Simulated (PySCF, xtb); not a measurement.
CH7NOSi, SMILES C[Si@H](N)O.

GFN2-xTB (xtb) at its own geometry gives an orbital gap of 7.03 eV and a dipole moment of 1.60 D.

Coordinates come from a B3LYP-D3(BJ)/def2-SVP optimisation. The structure was generated by enumeration; whether it is a known compound was not checked. The values are those of a single conformer.

What does r2SCAN/def2-TZVP (PySCF) give? (The exact figures need the calculation; the answer reports its results.)

gap 7.05 eV (levels -6.32 and 0.73 eV), dipole 2.20 D.
